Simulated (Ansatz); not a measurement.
Species: C₆H₁₃S (charge 0, doublet). It need not be the lowest isomer of its formula. 
Coordinates optimised at B3LYP-D3(BJ)/def2-TZVP (Ansatz, a quantum-chemistry and plane-wave program):
```xyz
20

C     -3.2759     1.2698    -0.4745
C     -2.9384    -0.0119     0.1971
C     -1.7363    -0.7959    -0.1936
C     -0.4127    -0.1889     0.3261
C      0.7981    -1.0069    -0.1048
S      2.3995    -0.3877     0.4964
C      2.5586     1.1273    -0.4862
H     -2.6657     2.1085    -0.1037
H     -3.0974     1.2142    -1.5532
H     -4.3186     1.5509    -0.3150
H     -3.4368    -0.2571     1.1276
H     -1.6744    -0.8588    -1.2875
H     -1.8164    -1.8220     0.1777
H     -0.3216     0.8343    -0.0449
H     -0.4388    -0.1270     1.4161
H      0.8442    -1.0898    -1.1938
H      0.7289    -2.0225     0.2907
H      3.5404     1.5434    -0.2647
H      1.8006     1.8639    -0.2237
H      2.5040     0.9044    -1.5525
```
Charge 0, spin multiplicity 2.

Property: atomisation energy (electronic, to ground-state atoms), in eV. Cores are frozen in the correlated levels unless marked. UHF or UKS for open shells. Spin-orbit coupling is left out. No relativistic terms. The coupled-cluster limit lacks core correlation, which all-electron functionals hold. Basis-set limits of correlation are two-point, X^-3; Hartree-Fock from the larger set. [CCSD(T)-MP2]/basis is that difference in the basis named.

```csv
level,program,atomisation energy (eV)
HF/cc-pV(T+d)Z,Ansatz,60.12
PBE-D3(BJ)/def2-TZVPD,Ansatz + dftd3,81.45
B2PLYP/def2-TZVPD,Ansatz,78.69
RI-MP2/cc-pV(T+d)Z,Ansatz,78.62
```

Problem. Predict the RI-MP2/CBS(cc-pV(T+d)Z,cc-pV(Q+d)Z)+[CCSD(T)-MP2]/cc-pV(T+d)Z result (Ansatz).

Solution. 79.77 eV, so RI-MP2/cc-pV(T+d)Z differs from it by -1.15 eV.
